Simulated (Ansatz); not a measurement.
Total energies of `C/N=C(\F)I`.

```xyz
8

C     0.525    0.713   -0.742
N     0.552   -0.298    0.289
C    -0.485   -0.751    0.779
F    -1.732   -0.389    0.444
I    -0.517   -2.209    2.267
H     1.055    0.327   -1.615
H     1.083    1.581   -0.385
H    -0.480    1.025   -1.038
```

The species carries charge 0 and has multiplicity 1. Correlated methods include outer-core shells of I, which these sets cover unevenly. I: def2 effective core potential. Geometry: relaxed with PBE0-D4/def2-TZVP. Basis def2-TZVPP, Ansatz 0.2.0.

RPA on PBE orbitals: Hartree–Fock energy of these orbitals -528.03201 Eh, correlation -1.82235 Eh (frozen core).

```csv
functional,energy without D4 (Eh),D4 term (kJ/mol)
PBE,-530.12505,-16.8
BLYP,-530.28540,-37.5
r2SCAN,-530.39052,-4.1
B97M-V,-530.33135,–
PBE0,-530.15207,-14.2
r2SCANh,-530.36589,-4.3
r2SCAN0,-530.33029,-4.8
HSE06 (plane-wave form),-530.13962,-13.2
BHLYP,-530.21932,-20.7
CAM-B3LYP,-530.30454,-14.4
ωB97X-V,-530.30318,–
ωB97M-V,-530.29719,–
B2PLYP,-530.05954,–
PBE-QIDH,-529.96311,–
```

Give the same for LDA (SPW92), revPBE, B3LYP, LC-ωPBE. (Estimate.)

Computed: 
```json
{"functional": "LDA (SPW92)", "energy without D4 (Eh)": "-528.18777", "D4 term (kJ/mol)": "–"}
{"functional": "revPBE", "energy without D4 (Eh)": "-530.36397", "D4 term (kJ/mol)": "-53.5"}
{"functional": "B3LYP", "energy without D4 (Eh)": "-530.48805", "D4 term (kJ/mol)": "-27.3"}
{"functional": "LC-ωPBE", "energy without D4 (Eh)": "-530.28098", "D4 term (kJ/mol)": "–"}
```

B3LYP takes the VWN-RPA correlation (the form of Gaussian; ORCA's B3LYP/G). HSE06 is the plane-wave form, built on full-range PBE exchange. The double hybrids freeze the cores in their second-order part.

LC-ωPBE has ω = 0.4 bohr⁻¹.
